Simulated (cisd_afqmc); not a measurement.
Input (AFQMC/CISD/cc-pV(D+d)Z; cisd_afqmc is a phaseless AFQMC code with CISD trial states that reads the integrals written by Ansatz): A basis named .json is the Basis Set Exchange file of that set.

Ansatz 0.2 input:
```python
import cisd_afqmc

open("ham.yaml", "w").write("""\
crystal:
  periodic: [false, false, false]
  atoms:
    - {symbol: B, position_ang: [0.08196213, -0.42626595, -1.22542450]}
    - {symbol: H, position_ang: [-0.69398163, -0.03377623, -2.03612104]}
    - {symbol: H, position_ang: [0.85308051, -1.28978876, -1.49574022]}
    - {symbol: P, position_ang: [-0.09241325, 0.11933597, 0.54194469]}
    - {symbol: H, position_ang: [-0.40315153, 1.49150012, 0.48135047]}
    - {symbol: H, position_ang: [1.22044076, 0.17335508, 1.04846288]}
basis:
  gaussian:
    orbitals: cc-pV_D+d_Z.json
magnetization: {spin_polarized: false}
correlation: {method: ccsd, electrons: outside_noble_gas, hamiltonian_folder: ham}
""")
rep = cisd_afqmc.ansatz("ham.yaml")
e_ccsd = rep["correlation"]["coupled_cluster"]["energy"]["hartree"]
out = cisd_afqmc.run("ham", e_ccsd, trial="CISD", walkers=100, populations=8, threads=8, dt=0.005, steps=40, early=24, settle=10, least=32,
    cut=5e-5, rank_cut=2e-4, target=0.0004, seconds=1500, seed=1, memory=12960, gpu=False)
```

Output:

```
orbitals 51, occupied [6], factors 302 of 529, rank of the doubles 115 of 270
E(HF) = -367.730248
E(CCSD) on the cut factors = -367.983992, shift to the whole factors -0.000015
Energy of the trial state on the determinant = -367.983910
  tau behind 7.2 of longer steps, mean of the populations' last blocks
   2.0  -367.99314
   4.0  -367.99336
   6.0  -367.99239
   8.0  -367.99320
blocks 318 (0 outliers left out), error by blocks joined: 1: 0.00017, 2: 0.00022, 4: 0.00028, 8: 0.00030, 16: 0.00029
E(AFQMC/CISD) = -367.99301 +/- 0.00030
```
